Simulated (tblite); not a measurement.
C₆H₉BF₂O.
Numbering: `[F:1][CH2:2][C@@H:3]1[BH:4][O:5][C@@H:6]([CH2:7][F:8])[CH:9]=[CH:10]1` (hydrogens: H11, H12 on C2; H13 on C3; H14 on B4; H15 on C6; H16, H17 on C7; H18 on C9; H19 on C10)

Computed with GFN2-xTB (tblite), gas phase: L-BFGS steps from a force-field or distance-geometry start until the largest atomic force falls under 0.01 eV/Å.

Step 2: E = -876.0397 eV
```
atom  x, y, z in Å  |  force x, y, z in eV/Å
F1      1.7707   -1.1717   -1.4876   -0.126   0.242   0.334
C2      2.4001   -0.3308   -0.5852   -0.501   0.158   0.131
C3      1.4516    0.3501    0.4253   -0.026  -0.267  -0.034
B4      0.5621   -0.6395    1.3567    1.003  -0.084   0.259
O5     -0.7545   -0.4784    1.4300   -0.607  -0.786  -0.549
C6     -1.2277   -0.2354    0.0865    0.059  -0.003  -0.148
C7     -2.7152   -0.4750   -0.1549    0.404   0.218   0.111
F8     -3.5209    0.3985    0.5256    0.054  -0.229  -0.184
C9     -0.7282    1.0999   -0.3471    0.537   0.110  -0.134
C10     0.5602    1.3776   -0.1926   -0.392  -0.200  -0.140
H11     2.8912    0.4346   -1.1838    0.250  -0.026  -0.124
H12     3.0932   -0.9508   -0.0266    0.319  -0.124  -0.054
H13     2.1324    0.8777    1.1019    0.135  -0.012   0.062
H14     1.0972   -1.5288    1.9119   -0.064   0.279   0.449
H15    -0.7409   -1.0325   -0.5070   -0.189   0.222  -0.270
H16    -2.8687   -0.3544   -1.2337   -0.215   0.238   0.058
H17    -2.9622   -1.5000    0.1011   -0.307  -0.125   0.409
H18    -1.3900    1.8276   -0.7453   -0.572   0.265  -0.202
H19     0.9398    2.3405   -0.4826    0.237   0.125   0.026
```

Step 3: E = -876.0985 eV
```
atom  x, y, z in Å  |  force x, y, z in eV/Å
F1      1.7666   -1.1678   -1.4821   -0.143   0.205   0.286
C2      2.3982   -0.3280   -0.5821   -0.382   0.094   0.101
C3      1.4494    0.3492    0.4273    0.026  -0.221  -0.011
B4      0.5674   -0.6419    1.3653    0.817   0.069   0.068
O5     -0.7516   -0.4974    1.4221   -0.556  -0.668  -0.566
C6     -1.2240   -0.2310    0.0824    0.022  -0.138  -0.111
C7     -2.7094   -0.4758   -0.1542    0.260   0.154   0.057
F8     -3.5192    0.3934    0.5212   -0.002  -0.100  -0.072
C9     -0.7214    1.1053   -0.3530   -0.373   0.009  -0.191
C10     0.5557    1.3756   -0.1962    0.366   0.053  -0.025
H11     2.8954    0.4327   -1.1855    0.191  -0.029  -0.077
H12     3.0976   -0.9515   -0.0299    0.247  -0.072  -0.059
H13     2.1344    0.8759    1.1015    0.095   0.019   0.053
H14     1.0955   -1.5227    1.9198    0.056   0.134   0.565
H15    -0.7451   -1.0294   -0.5130   -0.131   0.221  -0.322
H16    -2.8734   -0.3487   -1.2313   -0.169   0.167   0.052
H17    -2.9688   -1.4996    0.1095   -0.192  -0.043   0.332
H18    -1.4005    1.8309   -0.7482   -0.341   0.096  -0.114
H19     0.9435    2.3400   -0.4811    0.211   0.053   0.034
```

Step 4: E = -876.2148 eV
```
atom  x, y, z in Å  |  force x, y, z in eV/Å
F1      1.7490   -1.1520   -1.4588   -0.217   0.042   0.080
C2      2.3900   -0.3178   -0.5706    0.191  -0.165  -0.040
C3      1.4432    0.3447    0.4353    0.304   0.059   0.115
B4      0.5947   -0.6460    1.3928   -0.488   0.406  -0.501
O5     -0.7487   -0.5733    1.3850    0.350  -0.202  -0.472
C6     -1.2108   -0.2206    0.0664   -0.269  -0.472  -0.056
C7     -2.6888   -0.4789   -0.1528   -0.386  -0.111  -0.085
F8     -3.5146    0.3767    0.5069   -0.140   0.333   0.299
C9     -0.7243    1.1235   -0.3791   -0.098  -0.148   0.231
C10     0.5625    1.3744   -0.2067   -0.210   0.104   0.040
H11     2.9115    0.4248   -1.1916   -0.056  -0.048   0.109
H12     3.1148   -0.9536   -0.0427   -0.037   0.109  -0.071
H13     2.1421    0.8704    1.1005    0.001   0.099   0.047
H14     1.0929   -1.5019    1.9604    0.404  -0.256   0.877
H15    -0.7609   -1.0151   -0.5405    0.113   0.129  -0.564
H16    -2.8917   -0.3268   -1.2218   -0.002  -0.097   0.012
H17    -2.9924   -1.4965    0.1426    0.211   0.213   0.030
H18    -1.4375    1.8396   -0.7578    0.059  -0.088  -0.034
H19     0.9592    2.3376   -0.4750    0.270   0.095  -0.016
```

Step 5: E = -876.2603 eV
```
atom  x, y, z in Å  |  force x, y, z in eV/Å
F1      1.7407   -1.1468   -1.4508   -0.222  -0.014   0.018
C2      2.3903   -0.3171   -0.5678    0.210  -0.127  -0.066
C3      1.4457    0.3443    0.4393    0.202   0.186   0.007
B4      0.5951   -0.6417    1.3941   -0.170   0.000  -0.293
O5     -0.7419   -0.5987    1.3675    0.200  -0.095  -0.408
C6     -1.2108   -0.2240    0.0609   -0.247  -0.376  -0.131
C7     -2.6881   -0.4813   -0.1535   -0.476  -0.005  -0.026
F8     -3.5151    0.3764    0.5068   -0.104   0.349   0.316
C9     -0.7237    1.1268   -0.3831   -0.489  -0.218   0.231
C10     0.5589    1.3749   -0.2096    0.208   0.177   0.143
H11     2.9155    0.4218   -1.1919   -0.097  -0.036   0.123
H12     3.1194   -0.9527   -0.0474   -0.044   0.076  -0.027
H13     2.1444    0.8701    1.1009    0.018   0.152   0.078
H14     1.0978   -1.4991    1.9846    0.244   0.051   0.677
H15    -0.7640   -1.0092   -0.5567    0.130   0.086  -0.609
H16    -2.8972   -0.3217   -1.2188    0.001  -0.155  -0.031
H17    -2.9965   -1.4927    0.1528    0.230   0.154  -0.022
H18    -1.4481    1.8414   -0.7613    0.221  -0.204   0.026
H19     0.9677    2.3384   -0.4734    0.186  -0.001  -0.006
```

Task: Estimate the geometry and energy of step 6. (The exact step hangs on the optimiser's Hessian estimate; all steps are aligned on step 5, rigid shifts and turns removed.)

Result: E = -876.3648 eV, largest force 0.664 eV/Å
```
atom  x, y, z in Å  |  force x, y, z in eV/Å
F1      1.7135   -1.1334   -1.4293   -0.162  -0.115  -0.093
C2      2.3940   -0.3167   -0.5618    0.084  -0.005  -0.088
C3      1.4549    0.3485    0.4478    0.007   0.286  -0.092
B4      0.6021   -0.6390    1.3962    0.208  -0.628   0.060
O5     -0.7246   -0.6683    1.3119    0.126   0.059  -0.150
C6     -1.2159   -0.2389    0.0412   -0.083  -0.118  -0.335
C7     -2.6970   -0.4848   -0.1542   -0.452   0.239   0.108
F8     -3.5178    0.3824    0.5129    0.012   0.326   0.292
C9     -0.7311    1.1304   -0.3878   -0.457  -0.221   0.287
C10     0.5542    1.3790   -0.2132    0.386   0.141   0.266
H11     2.9242    0.4133   -1.1902   -0.143   0.036   0.068
H12     3.1318   -0.9499   -0.0599   -0.039  -0.050   0.087
H13     2.1519    0.8737    1.1046    0.057   0.261   0.121
H14     1.1123   -1.4836    2.0608   -0.094   0.621   0.187
H15    -0.7695   -0.9917   -0.6144    0.053   0.031  -0.631
H16    -2.9123   -0.3118   -1.2123   -0.071  -0.259  -0.120
H17    -3.0031   -1.4810    0.1798    0.166  -0.042  -0.113
H18    -1.4711    1.8412   -0.7703    0.466  -0.373   0.130
H19     0.9939    2.3399   -0.4694   -0.066  -0.190   0.014
```

The energy changes by -0.1045 eV. The first-order estimate −F·Δx gives -0.1492 eV and the mean of the old and new forces, exact on a quadratic surface, -0.1042 eV. The step makes an angle of 55° with the force vector and moves no atom by more than 0.091 Å.

What follows is the cost of the whole relaxation. Hardware: Arm Neoverse N1, one thread, shared host. Cost: 1.0 s.
